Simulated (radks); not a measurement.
Q: Numerical settings for the silicon ion Si+, [Ne] 3s2 3p1. Method: Dirac Kohn-Sham, PBEsol, spin-unpolarised, spherical densities, finite nucleus; open shells fill j = l - 1/2 first; Fermi nuclear charge, rms radius 3.1224 fm; computed with a radial shooting solver on a logarithmic mesh with Libxc functionals. The defaults (mesh step 0.008 in ln r, mesh end at 40 bohr or more with all orbitals vanishing there, Anderson mixing 0.5 over 9 steps, residual threshold near 1e-9 with the energy settled to 1e-9 hartree or 1e-11 of itself, here a cap of 56 iterations) give E = -289.0164 hartree and 3p1/2 at -11.647 eV in 14 iterations. Run on one thread of a shared host, so times are rough (Arm Neoverse V1): 0.06 s of CPU time, 0.06 s wall, 14 iterations on 2189 mesh points. One setting is changed at a time: mesh step in ln r 0.02; mesh step in ln r 0.012; mesh step in ln r 0.05; mesh end (bohr) 1; mesh end (bohr) 3; residual threshold 1e-05; residual threshold 0.01; mixing 1.5; linear mixing, mixing 0.05; linear mixing, mixing 0.2; mixing history 2; iteration cap 2. Which runs fail to converge, and which converge to a wrong energy?

A: Not converged within the cap: linear mixing, mixing 0.05; linear mixing, mixing 0.2; iteration cap 2. Settled on a wrong energy, with an occupied level pushed above zero by the early mesh end: mesh end (bohr) 1 (+57 hartree); mesh end (bohr) 3 (+0.791 hartree). Apart from these: no run marked as converged misses the energy by more than 1 mhartree.
